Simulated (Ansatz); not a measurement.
Molecule: C4H2ISe (charge -1, singlet). It need not be the lowest isomer of its formula. Whether it binds its extra electron was not tested at this geometry. 
Structure (B3LYP-D3(BJ)/def2-TZVP (Ansatz, a program for electronic structure) minimum search):
```
C
C 1 1.3547
H 2 1.0773 1 127.49
C 1 1.4332 2 119.32 3 -180.00
C 4 1.3783 1 118.35 2 0.00
H 4 1.0863 5 121.73 1 180.00
Se 2 1.8862 3 126.47 1 -180.00
I 1 2.1630 2 119.73 3 0.00
```
Charge -1, spin multiplicity 1.

Total electronic energies in hartree. Correlated levels leave the core frozen unless marked. Spin-orbit coupling is left out. Frozen are the shells of the preceding noble gas and the d and f shells that filled before the atom's block. In def2 rows, elements after Kr have scalar-relativistic effective core potentials. CBS marks a two-point X^-3 extrapolation of the correlation energy; Hartree-Fock from the larger set. The bracket is a focal-point correction in the basis named.

The Hartree-Fock reference is unstable (checked in the largest basis), which strains HF and MP2. 

| level | program | energy (Eh) |
|---|---|---|
| HF/def2-QZVPPD | Ansatz | -2849.18271 |
| PBE/def2-TZVPD | Ansatz | -2852.36306 |
| PBE-D4/def2-TZVPD | Ansatz + dftd4 | -2852.37561 |
| B97M-V/def2-TZVPD | Ansatz | -2852.48035 |
| B3LYP/def2-TZVPD | Ansatz | -2853.05009 |
| PBE0-D3(BJ)/def2-TZVPD | Ansatz + dftd3 | -2852.47536 |
| PBE0/def2-QZVPP | Ansatz | -2852.52369 |
| BHLYP-D3(BJ)/def2-TZVPD | Ansatz + dftd3 | -2852.76660 |
| HSE06-D3(BJ)/def2-TZVPD | Ansatz + dftd3 | -2852.46764 |
| CAM-B3LYP-D3(BJ)/def2-TZVPD | Ansatz + dftd3 | -2852.96212 |
| CAM-B3LYP-D4/def2-TZVPD | Ansatz + dftd4 | -2852.96322 |
| B2GP-PLYP-D4/def2-TZVPD | Ansatz + dftd4 | -2851.84721 |
| MP2/def2-SVPD | Ansatz | -2849.44346 |
| MP2/def2-QZVPPD | Ansatz | -2850.19685 |
| RI-MP2/def2-TZVPP | Ansatz | -2850.06436 |
| RI-MP2/def2-QZVPP | Ansatz | -2850.19395 |
| RI-MP2/CBS(def2-TZVPPD,def2-QZVPPD) | Ansatz | -2850.2473 |
| SCS-MP2/def2-SVP | Ansatz | -2849.35485 |
| SCS-MP2/def2-TZVPP | Ansatz | -2850.03889 |
| CCSD/def2-QZVPPD | Ansatz | -2850.20539 |
| CCSD(T)/def2-QZVPPD | Ansatz | -2850.27085 |
| RI-MP2/CBS(def2-TZVPPD,def2-QZVPPD)+[CCSD(T)-MP2]/def2-SVPD | Ansatz | -2850.3165 |
| CCSD(T)/CBS(def2-TZVPPD,def2-QZVPPD) | Ansatz | -2850.3181 |

Totals of different functionals don't rank their quality; only differences between species are comparable.
